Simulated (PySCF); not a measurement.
F3H2NbO2, multiplicity 1. Atoms are numbered in the order given.

```xyz
8

Nb     0.0000     0.0000     0.0000
F      1.8635     0.0000     0.0000
F     -0.9318     1.6139     0.0000
F     -0.9318    -1.6139     0.0000
O      0.0000     0.0000     1.8757
H      0.0000     0.0000     2.8354
O      0.0000     0.0000    -1.8757
H      0.0000     0.0000    -2.8354
```
Charge 0, spin multiplicity 1.

Geometry optimised at r2SCAN-D4/def2-SVP. A frequency run showed that this geometry is not a minimum. The spin state was assumed, not searched. The structure was generated by enumeration; whether it is a known compound was not checked. The def2 effective core potentials stand for the cores of Nb; spin–orbit coupling is left out. The values are those of a single conformer.

These are TDA-PBE/def2-SVPD (PySCF) values and carry that method's errors.

Vertical excitations; the highest root listed may be one member of a degenerate set. Isolated molecule, no solvent. State labels are in the subgroup C2v.

```
state  symmetry  energy (eV)  λ (nm)      f                                   main pairs
-----  --------  -----------  ------  -----  -------------------------------------------
S1           A2         5.43     228  0.000           HOMO−1→LUMO 50 %, HOMO→LUMO+1 50 %
S2           B1         5.46     227  0.000         HOMO−2→LUMO 50 %, HOMO−3→LUMO+1 50 %
S3           B2         5.56     223  0.000    HOMO−1→LUMO+1, HOMO→LUMO (degenerate set)
S4           A2         5.56     223  0.000    HOMO→LUMO+1, HOMO−1→LUMO (degenerate set)
S5           A1         5.66     219  0.004  HOMO−2→LUMO+1, HOMO−3→LUMO (degenerate set)
S6           B1         5.66     219  0.004  HOMO−3→LUMO+1, HOMO−2→LUMO (degenerate set)
S7           A1         6.26     198  0.000         HOMO−1→LUMO+3 45 %, HOMO→LUMO+2 45 %
S8           B1         6.31     197  0.000         HOMO→LUMO+3 50 %, HOMO−1→LUMO+2 50 %
S9           A1         6.34     196  0.003  HOMO→LUMO+2, HOMO−1→LUMO+3 (degenerate set)
S10          B1         6.34     196  0.003  HOMO−1→LUMO+2, HOMO→LUMO+3 (degenerate set)
T1           B2         5.01     247      0           HOMO→LUMO 50 %, HOMO−1→LUMO+1 49 %
T2           A1         5.03     247      0         HOMO−3→LUMO 49 %, HOMO−2→LUMO+1 49 %
T3           A2         5.17     240      0    HOMO−1→LUMO, HOMO→LUMO+1 (degenerate set)
T4           B2         5.17     240      0    HOMO−1→LUMO+1, HOMO→LUMO (degenerate set)
```
Triplets are in the Tamm–Dancoff approximation.
